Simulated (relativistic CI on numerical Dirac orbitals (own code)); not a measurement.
Spin-allowed bands of a d2 ion in an octahedral site, by hand

Problem. Take Δ = 23900 cm⁻¹ and B = 440 cm⁻¹ for a d2 ion in an octahedral site. Calculate the three spin-allowed bands.

Working.
1. The terms of highest spin are 3F (energy 0) and 3P (15B = 6600 cm⁻¹). Here the F term splits into A2 at +1.2Δ = 28680, T2 at +0.2Δ = 4780 and T1 at −0.6Δ = -14340 cm⁻¹.
2. The two T1 states mix through the element 0.4Δ: H = [[-14340, 9560], [9560, 6600]], with roots ½(H₁₁ + H₂₂) ∓ ½√[(H₂₂ − H₁₁)² + 4H₁₂²] = ½(-7740) ∓ ½(28356) = -18048 and 10308 cm⁻¹.
3. The ground term is 3T1 at -18048 cm⁻¹.
4. Bands: 3T2 22828 cm⁻¹ (438 nm), 3T1(P) 28356 cm⁻¹ (353 nm), 3A2 46728 cm⁻¹ (214 nm).

Check. Exact diagonalisation of the whole d2 shell with these parameters gives 3T2 22828, 3T1 28356, 3A2 46728 cm⁻¹. The match is exact, since without spin-orbit coupling no other term has this spin. The ratio of the second band to the first, 1.242, depends on Δ/B = 54.3 alone, which is how a Tanabe-Sugano diagram is read.
